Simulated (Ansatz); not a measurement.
Consider the formal exchange of groups at a B–S bond: `NB(N)S` + `CC(C)CO` → `NB(N)O` + `CC(C)CS`.

Gas-phase electronic energies from Ansatz, PBE0-D4/def2-TZVP geometries. CCSD(T)/CBS adds triple-zeta CCSD(T) − MP2 to the extrapolated MP2 energy (def2 sets, frozen cores). Functionals use def2-TZVPP. Each species was taken in one conformer, which may not be the lowest.

| level | ΔE (kcal/mol) |
| --- | --- |
| PBE0-D4 | -18.7 |
| B2PLYP | -19.9 |

(1) What does CCSD(T)/CBS give? (An estimate is asked.)

Largest T1 diagnostic among the species: 0.011.

Answers

(1) Computed: -20.3 kcal/mol. The listed levels differ from it by 1.6, 0.4 kcal/mol.

From PBE to PBE0 (25 % exact exchange), in def2-TZVPP and without D4, ΔE moves by −0.9 kcal/mol.
